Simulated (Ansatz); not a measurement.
Isolated molecules relaxed with PBE0-D4/def2-TZVP in Ansatz; ΔE leaves out vibrations. CCSD(T)/CBS is the MP2 limit (def2-TZVPP, def2-QZVPP) plus CCSD(T) − MP2 in def2-TZVPP, frozen cores. This one scheme is used for every species. DFT in def2-TZVPP. B3LYP here is the variant with VWN-RPA as its local correlation; programs differ in this. Each species was taken in one conformer, which may not be the lowest.

`C=C(F)[SiH2]Cl` + `C=C=N` → `C=C=N[SiH2]Cl` + `C=CF`  (ligand exchange at the Si–C bond)

**Question.** Is it downhill or uphill in electronic energy at CCSD(T)/CBS, and by how much? (Estimate.)

**Answer.** The calculation gave: Downhill: ΔE = -17.9 kcal/mol.

**Question.** What do these levels give: ωB97M-V, PBE, PBE0, B3LYP, HF/def2-TZVPP, HF/CBS(def2)? (An estimate is asked.)

**Answer.** Computed: ωB97M-V -17.7, PBE -16.2, PBE0 -17.4, B3LYP -18.5, HF/def2-TZVPP -21.4, HF/CBS(def2) -21.6 kcal/mol.

Largest T1 diagnostic among the species: 0.015.

In def2-TZVPP, CCSD(T) changes the Hartree–Fock value by +3.5 kcal/mol (the triples alone add +0.4 kcal/mol) and MP2 by +1.8 kcal/mol. From PBE to PBE0 (25 % exact exchange), in def2-TZVPP and without D4, ΔE moves by −1.2 kcal/mol.
